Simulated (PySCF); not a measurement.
Input and output of a core-ionisation job on `CN[SiH2]O[SiH3]`.

Computed with PySCF 2.14.0, delta-SCF UKS SCAN, pcX-2 on the ionised atom, pcseg-1 elsewhere, spin-free X2C.

Input of the driver that calls PySCF (job settings, then Cartesian coordinates in Å):

```
{"job": {"kind": "xps"}, "charge": 0, "multiplicity": 1}
C      2.5056    -0.3480     0.4349
N      1.0941    -0.4561     0.1640
Si     0.1387     0.8366    -0.4295
O     -1.3650     0.2527    -0.5894
Si    -2.8194    -0.2029    -0.0589
H      2.7892    -1.0251     1.2436
H      3.1221    -0.5789    -0.4413
H      2.7240     0.6720     0.7419
H      0.8271    -1.3956    -0.0908
H      0.1756     1.8925     0.5813
H      0.4391     1.3317    -1.7773
H     -3.4371    -0.8338    -1.2226
H     -2.6606    -1.1435     1.0509
H     -3.5343     0.9980     0.3712
```

Output:

```
ground state, core basis on atom 0 (C), 154 functions
  cycle   1  E = -753.49303869  |g| = 8.32e-01
  cycle   2  E = -753.13942578  |g| = 1.56e+00
  cycle   3  E = -753.62610615  |g| = 1.49e-01
  cycle   4  E = -753.62948223  |g| = 8.20e-02
  cycle   5  E = -753.63099501  |g| = 1.68e-02
  cycle   6  E = -753.63105655  |g| = 6.61e-03
  cycle   7  E = -753.63106314  |g| = 1.01e-03
  cycle   8  E = -753.63106507  |g| = 1.74e-04
  E(ground) = -753.70336682 Eh
hole in C 1s of atom 0
  cycle   1  E = -742.36434515  |g| = 1.50e+00
  cycle   2  E = -740.95253970  |g| = 2.15e+00
  cycle   3  E = -742.78667781  |g| = 5.27e-01
  cycle   4  E = -742.84893429  |g| = 4.08e-01
  cycle   5  E = -742.91187763  |g| = 8.59e-02
  cycle   6  E = -742.91418257  |g| = 3.59e-02
  cycle   7  E = -742.91467235  |g| = 1.06e-02
  cycle   8  E = -742.91473871  |g| = 3.40e-03
  cycle   9  E = -742.91474938  |g| = 1.49e-03
  cycle  10  E = -742.91475320  |g| = 4.47e-04
  E(ion) = -742.98564413 Eh   <S^2> = 0.7697   hole on atom = 1.000   binding energy = 291.644 eV
ground state, core basis on atom 1 (N), 154 functions
  cycle   1  E = -753.64553676  |g| = 7.46e-02
  cycle   2  E = -753.64548752  |g| = 2.72e-02
  cycle   3  E = -753.64546290  |g| = 2.98e-02
  cycle   4  E = -753.64564168  |g| = 4.30e-03
  cycle   5  E = -753.64564533  |g| = 6.34e-04
  cycle   6  E = -753.64564345  |g| = 1.59e-04
  E(ground) = -753.71667902 Eh
hole in N 1s of atom 1
  cycle   1  E = -738.08232883  |g| = 1.87e+00
  cycle   2  E = -737.43155695  |g| = 2.08e+00
  cycle   3  E = -738.73314705  |g| = 4.00e-01
  cycle   4  E = -738.76893326  |g| = 2.22e-01
  cycle   5  E = -738.78599303  |g| = 7.14e-02
  cycle   6  E = -738.78787905  |g| = 9.67e-03
  cycle   7  E = -738.78792098  |g| = 4.16e-03
  cycle   8  E = -738.78793044  |g| = 1.14e-03
  cycle   9  E = -738.78793193  |g| = 4.19e-04
  E(ion) = -738.85737333 Eh   <S^2> = 0.7643   hole on atom = 1.000   binding energy = 404.342 eV
ground state, core basis on atom 2 (Si), 165 functions
  cycle   1  E = -753.73757564  |g| = 2.90e-01
  cycle   2  E = -753.73766958  |g| = 5.16e-02
  cycle   3  E = -753.73769428  |g| = 4.09e-02
  cycle   4  E = -753.73796865  |g| = 1.12e-02
  cycle   5  E = -753.73799413  |g| = 1.75e-03
  cycle   6  E = -753.73799536  |g| = 3.34e-04
  E(ground) = -753.76937202 Eh
hole in Si 1s of atom 2
  cycle   1  E = -684.80173834  |g| = 4.35e+00
  cycle   2  E = -684.89208331  |g| = 2.15e+00
  cycle   3  E = -685.51459011  |g| = 7.92e-01
  cycle   4  E = -685.80302537  |g| = 3.21e-01
  cycle   5  E = -685.84032469  |g| = 1.28e-01
  cycle   6  E = -685.84773222  |g| = 2.30e-02
  cycle   7  E = -685.84788944  |g| = 1.02e-02
  cycle   8  E = -685.84793648  |g| = 3.73e-03
  cycle   9  E = -685.84794033  |g| = 1.93e-03
  cycle  10  E = -685.84794153  |g| = 2.93e-04
  E(ion) = -685.88687810 Eh   <S^2> = 0.7519   hole on atom = 1.000   binding energy = 1847.177 eV
hole in Si 2p of atom 2
  cycle   1  E = -749.46243436  |g| = 1.24e+00
  cycle   2  E = -749.36283049  |g| = 1.09e+00
  cycle   3  E = -749.73077338  |g| = 3.12e-01
  cycle   4  E = -749.77222414  |g| = 1.25e-01
  cycle   5  E = -749.77813013  |g| = 4.03e-02
  cycle   6  E = -749.77888040  |g| = 8.18e-03
  cycle   7  E = -749.77889833  |g| = 5.23e-03
  cycle   8  E = -749.77890925  |g| = 1.92e-03
  cycle   9  E = -749.77891101  |g| = 3.98e-04
  E(ion) = -749.82102805 Eh   <S^2> = 0.7512   hole on atom = 1.003   binding energy = 107.440 eV
  2p3/2 = 107.173 eV   2p1/2 = 107.800 eV
ground state, core basis on atom 3 (O), 154 functions
  cycle   1  E = -753.66800858  |g| = 1.12e-01
  cycle   2  E = -753.66601467  |g| = 1.26e-01
  cycle   3  E = -753.66843506  |g| = 4.95e-02
  cycle   4  E = -753.66884608  |g| = 4.40e-03
  cycle   5  E = -753.66884995  |g| = 5.62e-04
  cycle   6  E = -753.66885032  |g| = 1.18e-04
  E(ground) = -753.73847191 Eh
hole in O 1s of atom 3
  cycle   1  E = -733.08189675  |g| = 2.23e+00
  cycle   2  E = -732.69853909  |g| = 2.15e+00
  cycle   3  E = -733.86384111  |g| = 3.81e-01
  cycle   4  E = -733.89295602  |g| = 1.79e-01
  cycle   5  E = -733.90657304  |g| = 6.29e-02
  cycle   6  E = -733.90830011  |g| = 1.12e-02
  cycle   7  E = -733.90835451  |g| = 4.49e-03
  cycle   8  E = -733.90836422  |g| = 9.65e-04
  cycle   9  E = -733.90836602  |g| = 2.46e-04
  E(ion) = -733.97831238 Eh   <S^2> = 0.7611   hole on atom = 1.000   binding energy = 537.701 eV
ground state, core basis on atom 4 (Si), 165 functions
  cycle   1  E = -753.73117558  |g| = 3.07e-01
  cycle   2  E = -753.72676155  |g| = 1.93e-01
  cycle   3  E = -753.72779126  |g| = 1.72e-01
  cycle   4  E = -753.73330857  |g| = 1.48e-02
  cycle   5  E = -753.73334348  |g| = 3.00e-03
  cycle   6  E = -753.73334486  |g| = 8.35e-04
  cycle   7  E = -753.73334368  |g| = 1.96e-04
  E(ground) = -753.76376627 Eh
hole in Si 1s of atom 4
  cycle   1  E = -684.79893581  |g| = 4.35e+00
  cycle   2  E = -683.56711557  |g| = 2.40e+00
  cycle   3  E = -681.48777781  |g| = 2.40e+00
  cycle   4  E = -685.73094871  |g| = 4.60e-01
  cycle   5  E = -685.78905281  |g| = 3.69e-01
  cycle   6  E = -685.83719699  |g| = 1.02e-01
  cycle   7  E = -685.84244858  |g| = 3.30e-02
  cycle   8  E = -685.84290179  |g| = 1.38e-02
  cycle   9  E = -685.84298787  |g| = 4.05e-03
  cycle  10  E = -685.84299678  |g| = 7.66e-04
  cycle  11  E = -685.84299842  |g| = 3.37e-04
  E(ion) = -685.88174610 Eh   <S^2> = 0.7521   hole on atom = 1.000   binding energy = 1847.164 eV
hole in Si 2p of atom 4
  cycle   1  E = -749.45823296  |g| = 1.23e+00
  cycle   2  E = -747.99799604  |g| = 1.53e+00
  cycle   3  E = -749.39835424  |g| = 8.43e-01
  cycle   4  E = -749.73466022  |g| = 2.13e-01
  cycle   5  E = -749.75958601  |g| = 1.54e-01
  cycle   6  E = -749.76859450  |g| = 5.62e-02
  cycle   7  E = -749.76977465  |g| = 1.68e-02
  cycle   8  E = -749.76988843  |g| = 3.55e-03
  cycle   9  E = -749.76989431  |g| = 8.77e-04
  cycle  10  E = -749.76989397  |g| = 3.60e-04
  E(ion) = -749.81155493 Eh   <S^2> = 0.7514   hole on atom = 1.002   binding energy = 107.545 eV
  2p3/2 = 107.287 eV   2p1/2 = 107.912 eV
```

Atoms in this output count from 0. The cycles run on a coarser grid; E(ground) and E(ion) are re-evaluated on a finer one, so they differ from the last cycles. The 2p3/2 and 2p1/2 values come from a spin–orbit splitting computed afterwards within the 2p shell; their 2:1 mean is the average over the three 2p orbitals, so it can differ from the printed binding energy of the one hole solved. The run used up to 165 basis functions and 101 SCF iterations in all.

On an Arm Neoverse V1 with one thread, no GPU, shared host with 32 logical CPUs at a one-minute load of 14, this took 65 s and 0.64 GiB of memory at its peak.

Binding energies (atoms from 0): C1s of atom 0 291.64 eV; N1s of atom 1 404.34 eV; Si1s of atom 2 1847.18 eV; Si2p of atom 2 107.38 eV (mean of the shell); O1s of atom 3 537.70 eV; Si1s of atom 4 1847.16 eV; Si2p of atom 4 107.50 eV (mean of the shell).

One conformer (not necessarily the lowest) at the GFN2-xTB geometry, without solvent, vibrations or thermal averaging.
